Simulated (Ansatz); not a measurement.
## Molecular dynamics of Cl₂HOSi

Input:

```yaml
crystal:
  periodic: [false, false, false]
  atoms:
    - { symbol: O, position_ang: [0.055061, -0.752152, 1.604469] }
    - { symbol: Si, position_ang: [0.124538, -0.055221, 0.030963] }
    - { symbol: Cl, position_ang: [-0.511921, 1.956249, 0.065126] }
    - { symbol: Cl, position_ang: [-1.119284, -1.100568, -1.315199] }
    - { symbol: H, position_ang: [1.501506, -0.121908, -0.42676] }
magnetization:
  spin_polarized: true
  initial_magnetization: 1
basis:
  gaussian: { orbitals: STO-3G }
hamiltonian:
  xc: b3lyp
md:
  timestep: 1.0
  n_steps: 166
  ensemble: nvt_langevin
  temperature: 200.0
  initial_velocities: maxwell_boltzmann
  seed: 780032
  friction: 0.05
  temperature_schedule:
    - { n_steps: 41, end_temperature: 200.0 }
    - { n_steps: 124, end_temperature: 600.0 }
```

Run as:

```bash
$ ansatz run input.yaml --threads 1 --pin off --max-ram 2048MiB --backend cpu --events-out ev --progress --plain --runs-dir out
```

It starts from a relaxed structure.

Output, in part (one step line in 2, the closing report, with atoms numbered from 0):

```
md step     0: t =     0.00 fs  T =   160.0 K (target 200.0 K)  F+E_penalty+E_count = -34594.57869554 eV  E_kin = 0.103408 eV  (78 SCF iters)
md step     2: t =     2.00 fs  T =   162.5 K (target 200.0 K)  F+E_penalty+E_count = -34594.57388358 eV  E_kin = 0.105029 eV  (63 SCF iters)
md step     4: t =     4.00 fs  T =    95.0 K (target 200.0 K)  F+E_penalty+E_count = -34594.56384342 eV  E_kin = 0.061425 eV  (54 SCF iters)
md step     6: t =     6.00 fs  T =   161.9 K (target 200.0 K)  F+E_penalty+E_count = -34594.56439173 eV  E_kin = 0.104633 eV  (71 SCF iters)
md step     8: t =     8.00 fs  T =   209.2 K (target 200.0 K)  F+E_penalty+E_count = -34594.55925541 eV  E_kin = 0.135236 eV  (31 SCF iters)
md step    10: t =    10.00 fs  T =   247.0 K (target 200.0 K)  F+E_penalty+E_count = -34594.55140963 eV  E_kin = 0.159612 eV  (37 SCF iters)
md step    12: t =    12.00 fs  T =   262.1 K (target 200.0 K)  F+E_penalty+E_count = -34594.55271484 eV  E_kin = 0.169385 eV  (33 SCF iters)
md step    14: t =    14.00 fs  T =   220.8 K (target 200.0 K)  F+E_penalty+E_count = -34594.55791078 eV  E_kin = 0.142729 eV  (30 SCF iters)
md step    16: t =    16.00 fs  T =   211.1 K (target 200.0 K)  F+E_penalty+E_count = -34594.54395316 eV  E_kin = 0.136434 eV  (42 SCF iters)
md step    18: t =    18.00 fs  T =   174.5 K (target 200.0 K)  F+E_penalty+E_count = -34594.52976850 eV  E_kin = 0.112811 eV  (30 SCF iters)
md step    20: t =    20.00 fs  T =   161.6 K (target 200.0 K)  F+E_penalty+E_count = -34594.52602304 eV  E_kin = 0.104439 eV  (29 SCF iters)
md step    22: t =    22.00 fs  T =    75.4 K (target 200.0 K)  F+E_penalty+E_count = -34594.52269931 eV  E_kin = 0.048752 eV  (29 SCF iters)
md step    24: t =    24.00 fs  T =    28.7 K (target 200.0 K)  F+E_penalty+E_count = -34594.51991355 eV  E_kin = 0.018574 eV  (29 SCF iters)
md step    26: t =    26.00 fs  T =    95.6 K (target 200.0 K)  F+E_penalty+E_count = -34594.52707834 eV  E_kin = 0.061815 eV  (32 SCF iters)
md step    28: t =    28.00 fs  T =   131.6 K (target 200.0 K)  F+E_penalty+E_count = -34594.53781009 eV  E_kin = 0.085077 eV  (65 SCF iters)
md step    30: t =    30.00 fs  T =   131.7 K (target 200.0 K)  F+E_penalty+E_count = -34594.54352371 eV  E_kin = 0.085107 eV  (55 SCF iters)
md step    32: t =    32.00 fs  T =   155.2 K (target 200.0 K)  F+E_penalty+E_count = -34594.55292450 eV  E_kin = 0.100329 eV  (32 SCF iters)
md step    34: t =    34.00 fs  T =   181.5 K (target 200.0 K)  F+E_penalty+E_count = -34594.55597413 eV  E_kin = 0.117289 eV  (66 SCF iters)
md step    36: t =    36.00 fs  T =   182.4 K (target 200.0 K)  F+E_penalty+E_count = -34594.54923025 eV  E_kin = 0.117907 eV  (74 SCF iters)
md step    38: t =    38.00 fs  T =   161.7 K (target 200.0 K)  F+E_penalty+E_count = -34594.53584057 eV  E_kin = 0.104529 eV  (72 SCF iters)
md step    40: t =    40.00 fs  T =   157.5 K (target 200.0 K)  F+E_penalty+E_count = -34594.52679725 eV  E_kin = 0.101795 eV  (73 SCF iters)
md step    42: t =    42.00 fs  T =    83.0 K (target 201.6 K)  F+E_penalty+E_count = -34594.52312082 eV  E_kin = 0.053666 eV  (73 SCF iters)
md step    44: t =    44.00 fs  T =    41.9 K (target 208.1 K)  F+E_penalty+E_count = -34594.52394581 eV  E_kin = 0.027053 eV  (65 SCF iters)
md step    46: t =    46.00 fs  T =    69.0 K (target 214.5 K)  F+E_penalty+E_count = -34594.52213542 eV  E_kin = 0.044627 eV  (75 SCF iters)
md step    48: t =    48.00 fs  T =   107.5 K (target 221.0 K)  F+E_penalty+E_count = -34594.52744296 eV  E_kin = 0.069473 eV  (75 SCF iters)
md step    50: t =    50.00 fs  T =   110.2 K (target 227.4 K)  F+E_penalty+E_count = -34594.54314421 eV  E_kin = 0.071206 eV  (73 SCF iters)
md step    52: t =    52.00 fs  T =    99.6 K (target 233.9 K)  F+E_penalty+E_count = -34594.53591976 eV  E_kin = 0.064356 eV  (55 SCF iters)
md step    54: t =    54.00 fs  T =   116.8 K (target 240.3 K)  F+E_penalty+E_count = -34594.53265999 eV  E_kin = 0.075476 eV  (66 SCF iters)
md step    56: t =    56.00 fs  T =   141.5 K (target 246.8 K)  F+E_penalty+E_count = -34594.53745719 eV  E_kin = 0.091476 eV  (55 SCF iters)
md step    58: t =    58.00 fs  T =   114.4 K (target 253.2 K)  F+E_penalty+E_count = -34594.53805919 eV  E_kin = 0.073945 eV  (54 SCF iters)
md step    60: t =    60.00 fs  T =    79.8 K (target 259.7 K)  F+E_penalty+E_count = -34594.53874530 eV  E_kin = 0.051550 eV  (30 SCF iters)
md step    62: t =    62.00 fs  T =   140.4 K (target 266.1 K)  F+E_penalty+E_count = -34594.54345893 eV  E_kin = 0.090762 eV  (31 SCF iters)
md step    64: t =    64.00 fs  T =   176.5 K (target 272.6 K)  F+E_penalty+E_count = -34594.54400592 eV  E_kin = 0.114076 eV  (33 SCF iters)
md step    66: t =    66.00 fs  T =   227.1 K (target 279.0 K)  F+E_penalty+E_count = -34594.54636189 eV  E_kin = 0.146777 eV  (31 SCF iters)
md step    68: t =    68.00 fs  T =   260.4 K (target 285.5 K)  F+E_penalty+E_count = -34594.53561579 eV  E_kin = 0.168281 eV  (55 SCF iters)
md step    70: t =    70.00 fs  T =   229.4 K (target 291.9 K)  F+E_penalty+E_count = -34594.52418294 eV  E_kin = 0.148287 eV  (32 SCF iters)
md step    72: t =    72.00 fs  T =   241.6 K (target 298.4 K)  F+E_penalty+E_count = -34594.52826576 eV  E_kin = 0.156141 eV  (56 SCF iters)
md step    74: t =    74.00 fs  T =   213.0 K (target 304.8 K)  F+E_penalty+E_count = -34594.51223844 eV  E_kin = 0.137658 eV  (60 SCF iters)
md step    76: t =    76.00 fs  T =   193.5 K (target 311.3 K)  F+E_penalty+E_count = -34594.52608184 eV  E_kin = 0.125082 eV  (60 SCF iters)
md step    78: t =    78.00 fs  T =   299.1 K (target 317.7 K)  F+E_penalty+E_count = -34594.53087733 eV  E_kin = 0.193332 eV  (41 SCF iters)
md step    80: t =    80.00 fs  T =   271.2 K (target 324.2 K)  F+E_penalty+E_count = -34594.48327451 eV  E_kin = 0.175245 eV  (60 SCF iters)
md step    82: t =    82.00 fs  T =   134.2 K (target 330.6 K)  F+E_penalty+E_count = -34594.47798644 eV  E_kin = 0.086712 eV  (66 SCF iters)
md step    84: t =    84.00 fs  T =   177.2 K (target 337.1 K)  F+E_penalty+E_count = -34594.48593959 eV  E_kin = 0.114528 eV  (42 SCF iters)
md step    86: t =    86.00 fs  T =   240.5 K (target 343.5 K)  F+E_penalty+E_count = -34594.48704250 eV  E_kin = 0.155436 eV  (61 SCF iters)
md step    88: t =    88.00 fs  T =   266.7 K (target 350.0 K)  F+E_penalty+E_count = -34594.47357671 eV  E_kin = 0.172395 eV  (59 SCF iters)
md step    90: t =    90.00 fs  T =   310.7 K (target 356.5 K)  F+E_penalty+E_count = -34594.47773042 eV  E_kin = 0.200797 eV  (60 SCF iters)
md step    92: t =    92.00 fs  T =   493.6 K (target 362.9 K)  F+E_penalty+E_count = -34594.47463296 eV  E_kin = 0.319034 eV  (58 SCF iters)
md step    94: t =    94.00 fs  T =   417.5 K (target 369.4 K)  F+E_penalty+E_count = -34594.43992709 eV  E_kin = 0.269813 eV  (57 SCF iters)
md step    96: t =    96.00 fs  T =   576.2 K (target 375.8 K)  F+E_penalty+E_count = -34594.41970236 eV  E_kin = 0.372387 eV  (38 SCF iters)
md step    98: t =    98.00 fs  T =   534.1 K (target 382.3 K)  F+E_penalty+E_count = -34594.40503033 eV  E_kin = 0.345165 eV  (43 SCF iters)
md step   100: t =   100.00 fs  T =   386.9 K (target 388.7 K)  F+E_penalty+E_count = -34594.38686879 eV  E_kin = 0.250048 eV  (31 SCF iters)
md step   102: t =   102.00 fs  T =   488.7 K (target 395.2 K)  F+E_penalty+E_count = -34594.39734349 eV  E_kin = 0.315839 eV  (56 SCF iters)
md step   104: t =   104.00 fs  T =   499.0 K (target 401.6 K)  F+E_penalty+E_count = -34594.39729976 eV  E_kin = 0.322535 eV  (57 SCF iters)
md step   106: t =   106.00 fs  T =   555.9 K (target 408.1 K)  F+E_penalty+E_count = -34594.34959248 eV  E_kin = 0.359299 eV  (38 SCF iters)
md step   108: t =   108.00 fs  T =   378.2 K (target 414.5 K)  F+E_penalty+E_count = -34594.36416731 eV  E_kin = 0.244419 eV  (55 SCF iters)
md step   110: t =   110.00 fs  T =   347.6 K (target 421.0 K)  F+E_penalty+E_count = -34594.37946229 eV  E_kin = 0.224647 eV  (56 SCF iters)
md step   112: t =   112.00 fs  T =   340.2 K (target 427.4 K)  F+E_penalty+E_count = -34594.36842774 eV  E_kin = 0.219846 eV  (29 SCF iters)
md step   114: t =   114.00 fs  T =   519.9 K (target 433.9 K)  F+E_penalty+E_count = -34594.42939343 eV  E_kin = 0.335983 eV  (38 SCF iters)
md step   116: t =   116.00 fs  T =   549.5 K (target 440.3 K)  F+E_penalty+E_count = -34594.46515904 eV  E_kin = 0.355151 eV  (54 SCF iters)
md step   118: t =   118.00 fs  T =   616.8 K (target 446.8 K)  F+E_penalty+E_count = -34594.48508260 eV  E_kin = 0.398625 eV  (45 SCF iters)
md step   120: t =   120.00 fs  T =   547.2 K (target 453.2 K)  F+E_penalty+E_count = -34594.51633177 eV  E_kin = 0.353638 eV  (59 SCF iters)
md step   122: t =   122.00 fs  T =   456.5 K (target 459.7 K)  F+E_penalty+E_count = -34594.52893099 eV  E_kin = 0.295064 eV  (57 SCF iters)
md step   124: t =   124.00 fs  T =   435.1 K (target 466.1 K)  F+E_penalty+E_count = -34594.51395476 eV  E_kin = 0.281208 eV  (66 SCF iters)
md step   126: t =   126.00 fs  T =   504.9 K (target 472.6 K)  F+E_penalty+E_count = -34594.51913419 eV  E_kin = 0.326336 eV  (36 SCF iters)
md step   128: t =   128.00 fs  T =   520.0 K (target 479.0 K)  F+E_penalty+E_count = -34594.48566518 eV  E_kin = 0.336076 eV  (70 SCF iters)
md step   130: t =   130.00 fs  T =   440.0 K (target 485.5 K)  F+E_penalty+E_count = -34594.45111233 eV  E_kin = 0.284360 eV  (54 SCF iters)
md step   132: t =   132.00 fs  T =   604.0 K (target 491.9 K)  F+E_penalty+E_count = -34594.48674860 eV  E_kin = 0.390353 eV  (35 SCF iters)
md step   134: t =   134.00 fs  T =   436.6 K (target 498.4 K)  F+E_penalty+E_count = -34594.43526946 eV  E_kin = 0.282202 eV  (38 SCF iters)
md step   136: t =   136.00 fs  T =   404.6 K (target 504.8 K)  F+E_penalty+E_count = -34594.44111425 eV  E_kin = 0.261507 eV  (67 SCF iters)
md step   138: t =   138.00 fs  T =   439.3 K (target 511.3 K)  F+E_penalty+E_count = -34594.51757213 eV  E_kin = 0.283913 eV  (66 SCF iters)
md step   140: t =   140.00 fs  T =   533.3 K (target 517.7 K)  F+E_penalty+E_count = -34594.49424347 eV  E_kin = 0.344651 eV  (56 SCF iters)
md step   142: t =   142.00 fs  T =   594.5 K (target 524.2 K)  F+E_penalty+E_count = -34594.49555077 eV  E_kin = 0.384255 eV  (56 SCF iters)
md step   144: t =   144.00 fs  T =   454.4 K (target 530.6 K)  F+E_penalty+E_count = -34594.50833578 eV  E_kin = 0.293653 eV  (35 SCF iters)
md step   146: t =   146.00 fs  T =   608.2 K (target 537.1 K)  F+E_penalty+E_count = -34594.49163277 eV  E_kin = 0.393071 eV  (36 SCF iters)
md step   148: t =   148.00 fs  T =   597.3 K (target 543.5 K)  F+E_penalty+E_count = -34594.46807638 eV  E_kin = 0.386017 eV  (60 SCF iters)
md step   150: t =   150.00 fs  T =   558.7 K (target 550.0 K)  F+E_penalty+E_count = -34594.42740615 eV  E_kin = 0.361113 eV  (60 SCF iters)
md step   152: t =   152.00 fs  T =   386.5 K (target 556.5 K)  F+E_penalty+E_count = -34594.40154009 eV  E_kin = 0.249787 eV  (75 SCF iters)
md step   154: t =   154.00 fs  T =   430.2 K (target 562.9 K)  F+E_penalty+E_count = -34594.38807893 eV  E_kin = 0.278034 eV  (73 SCF iters)
md step   156: t =   156.00 fs  T =   362.4 K (target 569.4 K)  F+E_penalty+E_count = -34594.37106996 eV  E_kin = 0.234207 eV  (38 SCF iters)
md step   158: t =   158.00 fs  T =   397.3 K (target 575.8 K)  F+E_penalty+E_count = -34594.36432924 eV  E_kin = 0.256767 eV  (40 SCF iters)
md step   160: t =   160.00 fs  T =   393.8 K (target 582.3 K)  F+E_penalty+E_count = -34594.33199029 eV  E_kin = 0.254505 eV  (39 SCF iters)
md step   162: t =   162.00 fs  T =   264.9 K (target 588.7 K)  F+E_penalty+E_count = -34594.35462760 eV  E_kin = 0.171191 eV  (38 SCF iters)
md step   164: t =   164.00 fs  T =   388.6 K (target 595.2 K)  F+E_penalty+E_count = -34594.35818046 eV  E_kin = 0.251158 eV  (61 SCF iters)
md step   166: t =   166.00 fs  T =   676.7 K (target 600.0 K)  F+E_penalty+E_count = -34594.34120254 eV  E_kin = 0.437376 eV  (48 SCF iters)
Total energy: -34594.34135700 eV, -1271.3185959830 hartree
Atom 0 at    -0.466913    -0.366858     1.491559 Å, force    -0.103437    -0.708923     1.360048 eV/Å
Atom 1 at    -0.048211     0.119265    -0.054913 Å, force     1.057762     0.421171    -2.538695 eV/Å
Atom 2 at    -0.834127     2.078776    -0.220820 Å, force     0.019590    -0.008555    -0.137466 eV/Å
Atom 3 at    -1.058808    -1.082860    -1.589873 Å, force     0.755815     0.685479     0.957539 eV/Å
Atom 4 at     1.468001     0.211384    -0.308091 Å, force    -1.729730    -0.389172     0.358574 eV/Å
Dipole moment:     0.524979    -0.156397     0.315841 e Å
```

The run went to its last step. The schedule's set-point averaged 469 K over the second half and the system 457 K. A run of 0.17 ps of so small a system gives no equilibrium averages. Limits of this set-up: minimal basis.

The same pairs are bonded in the first frame and the last. Pairs count as bonded within 1.25 times the sum of covalent radii (0.12 Å more for H–H).

Last frame:

```xyz
5
Properties=species:S:1:pos:R:3
O -0.467 -0.367 1.492
Si -0.048 0.119 -0.055
Cl -0.834 2.079 -0.221
Cl -1.059 -1.083 -1.590
H 1.468 0.211 -0.308
```

The run took 6.4 min on 1 thread of Arm Neoverse V2, with other jobs on the host, peak memory 0.13 GiB.
